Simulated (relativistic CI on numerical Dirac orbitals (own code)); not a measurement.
# Ba²⁹⁺: sensitivity of the levels to the model

Base calculation: Dirac-Coulomb-Breit CI, orbitals from a KLI potential per configuration, QED by a radiative potential, unscaled Slater integrals.

CI space (outside the closed core [Ne]): 3s²3p⁶3d⁹, 3s²3p⁵3d¹⁰, 3s3p⁶3d¹⁰, 3s²3p⁶3d⁸4s, 3s²3p⁶3d⁸4p, 3s²3p⁶3d⁸4d, 3s²3p⁴3d¹⁰4s, 3s²3p⁶3d⁸4f, 3s²3p⁵3d⁹4s, 3s²3p⁴3d¹⁰4p, 3s²3p⁵3d⁹4p, 3s²3p⁶3d⁷4s², 3s²3p⁴3d¹⁰4d, 3s3p⁵3d¹⁰4s, 3s²3p⁶3d⁷4s4p, 3s3p⁵3d¹⁰4p. Levels of other configurations are missing.

The lowest level and the first level of each name with at least 55 % of one term (blank where a level has no safe partner in the second run):

```tsv
Level	Base (eV)	Shift (eV)
3s²3p⁶3d⁹ ²D5/2	0.000	0.000
3s²3p⁶3d⁹ ²D3/2	16.380	+0.008
3s²3p⁵3d¹⁰ ²P°3/2	273.686	-0.040
3s²3p⁵3d¹⁰ ²P°1/2	351.593	-0.050
3s3p⁶3d¹⁰ ²S1/2	504.014	-0.001
3s²3p⁶3d⁸4s ⁴F9/2	699.209	+2.299
3s²3p⁶3d⁸4s ²F7/2	701.298	+2.345
3s²3p⁶3d⁸4s ⁴F7/2	715.339	+2.471
3s²3p⁶3d⁸4s ⁴F5/2	715.662	+2.470
3s²3p⁶3d⁸4s ⁴P1/2	717.369	+2.137
3s²3p⁶3d⁸4s ⁴P3/2	724.826	+2.356
3s²3p⁶3d⁸4s ²P1/2	726.335	+2.377
3s²3p⁶3d⁸4s ²G9/2	726.479	+2.323
3s²3p⁶3d⁸4s ²G7/2	726.682	+2.332
```

At this charge energies of transitions that change n are usually good to better than 1 %, and those within a shell (Δn = 0) to a few per cent.

Task: One thing was changed in a second run, which moved the levels as shown. Which?
A. Breit term removed
B. QED terms removed
C. one mean potential for all configurations
D. P86 correlation estimate
E. configuration mixing switched off

Result: C. One mean potential for all configurations. One potential for all configurations removes the relaxation of the orbitals, which moves whole configurations and changes the integrals a little.

LS names give the leading component of a level, which can be under half, so a name can repeat, a term be missing and a line seem to break the LS rules.
